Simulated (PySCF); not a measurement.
H₈N₂OSi₂, SMILES N[Si@@H](O)N[SiH3].

Geometry optimised at PBE-D3(BJ)/def2-SVP. The structure was generated by enumeration; whether it is a known compound was not checked. The values are those of a single conformer.

Calculation: PySCF with PBE-D3(BJ)/def2-SVP.

Frequencies are harmonic and unscaled.

| mode | ν (cm⁻¹) | IR (km/mol) | moving atoms (share of kinetic energy) |
|---|---|---|---|
| 1 | 73 | 0.7 | N 43 %, H 25 %, O 16 %, Si 16 % |
| 2 | 112 | 1.6 | N 41 %, Si 31 %, H 17 %, O 11 % |
| 3 | 152 | 0.9 | H 94 % |
| 4 | 210 | 44.7 | H 72 %, N 18 % |
| 5 | 241 | 16.7 | O 36 %, H 32 %, Si 18 %, N 14 % |
| 6 | 297 | 46.4 | H 68 %, Si 18 %, O 11 % |
| 7 | 307 | 33.8 | H 60 %, Si 15 %, N 13 %, O 11 % |
| 8 | 355 | 82.4 | H 50 %, N 28 %, Si 12 %, O 9 % |
| 9 | 361 | 85.5 | H 59 %, N 21 %, Si 15 % |
| 10 | 416 | 73.4 | H 71 %, N 15 %, Si 9 % |
| 11 | 615 | 7.6 | H 58 %, Si 27 %, N 14 % |
| 12 | 689 | 6.5 | H 87 % |
| 13 | 703 | 26.6 | H 78 %, N 13 % |
| 14 | 739 | 100.1 | H 76 %, N 17 % |
| 15 | 762 | 139.6 | H 56 %, N 30 %, Si 9 % |
| 16 | 801 | 119.9 | O 35 %, Si 24 %, H 23 %, N 18 % |
| 17 | 862 | 48.6 | H 47 %, N 24 %, Si 17 %, O 12 % |
| 18 | 892 | 111.8 | H 81 %, N 11 % |
| 19 | 903 | 73.7 | H 89 % |
| 20 | 910 | 298.4 | H 47 %, N 27 %, Si 25 % |
| 21 | 928 | 24.4 | H 73 %, Si 17 % |
| 22 | 932 | 90.7 | H 72 %, Si 19 % |
| 23 | 973 | 183.5 | H 80 %, Si 13 % |
| 24 | 1135 | 230.0 | H 58 %, N 37 % |
| 25 | 1484 | 55.6 | H 89 %, N 11 % |
| 26 | 2132 | 154.5 | H 96 % |
| 27 | 2145 | 167.5 | H 97 % |
| 28 | 2156 | 113.6 | H 97 % |
| 29 | 2164 | 131.0 | H 97 % |
| 30 | 3500 | 22.5 | H 96 % |
| 31 | 3532 | 39.9 | H 93 % |
| 32 | 3602 | 27.1 | H 91 %, N 9 % |
| 33 | 3764 | 54.8 | H 94 % |
